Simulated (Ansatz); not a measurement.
Cartesian coordinates in Å:
```
B 0.3913 1.4047 1.0452
C 0.2449 0.7356 -0.2974
Al 1.0680 -1.0932 -0.0118
Si -1.2938 -0.2162 -0.6684
H -0.2355 1.0105 1.9917
H 1.1653 2.3061 1.2091
H 0.7228 1.1924 -1.1647
H 1.1270 -1.7178 1.4374
H 1.8002 -1.6864 -1.2818
H -0.8385 -1.6891 -0.4580
H -2.4176 -0.0622 0.2806
H -1.7341 -0.1845 -2.0818
```

The species carries charge 0 and has multiplicity 1.

Question: List the ωB97M-V/def2-TZVPP orbital energies in eV (Ansatz 0.2.0). (Best estimate.)

Answer: Computed: Occupied: -1807.75, -1532.21, -280.91, -187.45, -148.83, -116.81, -102.97, -102.92, -102.90, -76.46, -76.32, -76.27, -22.55, -18.22, -16.15, -14.99, -13.85, -12.69, -12.33, -11.95, -10.98, -10.72, -10.37. Lowest empty: 0.63, 1.25, 1.47, 1.88, 2.29, 2.59, 2.88, 3.37.
